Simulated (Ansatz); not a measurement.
Molecule: CH5BO (charge 0, singlet). SMILES: BOC
Coordinates optimised at B3LYP-D3(BJ)/def2-TZVP (Ansatz, a program for electronic structure):
```
O
B 1 1.3413
C 1 1.4248 2 122.78
H 3 1.0902 1 108.62 2 -120.82
H 3 1.0902 4 108.94 1 118.15
H 3 1.0921 4 109.73 5 120.14
H 2 1.1924 1 116.95 3 -180.00
H 2 1.1992 7 122.74 1 -180.00
```

Property: atomisation energy (electronic, to ground-state atoms), in kcal/mol. Correlated levels leave the core frozen unless marked. UHF or UKS for open shells. Spin-orbit coupling is left out. Non-relativistic. The coupled-cluster limit lacks core correlation, which all-electron functionals hold. CBS(X,Y): correlation extrapolated as X^-3; Hartree-Fock from the larger set (for Q and 5 zeta extrapolated as (X+1)exp(-9√X)).

```csv
level,program,atomisation energy (kcal/mol)
r2SCAN-D4/def2-TZVPD,Ansatz + dftd4,719.8
CAM-B3LYP-D3(BJ)/def2-TZVPD,Ansatz + dftd3,724.2
wB97X-V/def2-TZVPD,Ansatz,718.2
B2GP-PLYP/def2-TZVPD,Ansatz,710.0
```

Q: Predict the CCSD(T)/CBS(cc-pVQZ,cc-pV5Z) result (Ansatz).

A: 716.0 kcal/mol
